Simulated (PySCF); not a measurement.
C4H7BO, SMILES C#CB(O)CC. Atoms are numbered in the order given.

```xyz
13

C      2.1561    -1.1251     0.5029
C      1.2582    -0.3917     0.1291
B      0.1091     0.5300    -0.3402
O      0.3935     1.7856    -0.7803
C     -1.3889     0.0453    -0.3568
C     -1.8049    -0.8920     0.7842
H      2.9461    -1.7743     0.8337
H      1.3389     1.9859    -0.7694
H     -1.5188    -0.4795    -1.3259
H     -2.0516     0.9260    -0.4132
H     -1.7214    -0.3939     1.7642
H     -1.1629    -1.7864     0.8216
H     -2.8475    -1.2316     0.6763
```

The structure is a stationary point at B3LYP-D3(BJ)/def2-SVP. The structure was generated by enumeration, and PubChem lists no compound with its InChIKey, so it may never have been made. One conformer was computed; it need not be the lowest.

Level of theory: PBE/pcSseg-1 in PySCF.

GIAO shieldings, no solvent; atoms listed in one row are averaged. δ = σ(ref) − σ: ¹³C against TMS (σ = 182.0 ppm); ¹¹B against BF3 (σ = 83.9 ppm); ¹⁷O against H2O (σ = 334.3 ppm); ¹H against TMS (σ = 31.49 ppm), references at their B3LYP-D3(BJ)/def2-TZVP geometries, non-relativistic.

Computed chemical shifts:
```json
[
 {"nucleus": "¹³C", "atoms": "C1", "count": "1", "δ (ppm)": "100.6"},
 {"nucleus": "¹³C", "atoms": "C2", "count": "1", "δ (ppm)": "92.7"},
 {"nucleus": "¹³C", "atoms": "C5", "count": "1", "δ (ppm)": "21.2"},
 {"nucleus": "¹³C", "atoms": "C6", "count": "1", "δ (ppm)": "13.7"},
 {"nucleus": "¹¹B", "atoms": "B3", "count": "1", "δ (ppm)": "29.8"},
 {"nucleus": "¹⁷O", "atoms": "O4", "count": "1", "δ (ppm)": "209.1"},
 {"nucleus": "¹H", "atoms": "H8", "count": "1", "δ (ppm)": "6.17"},
 {"nucleus": "¹H", "atoms": "H7", "count": "1", "δ (ppm)": "2.96"},
 {"nucleus": "¹H", "atoms": "H10", "count": "1", "δ (ppm)": "1.45"},
 {"nucleus": "¹H", "atoms": "H11, H12, H13", "count": "3", "δ (ppm)": "1.44"},
 {"nucleus": "¹H", "atoms": "H9", "count": "1", "δ (ppm)": "1.12"}
]
```
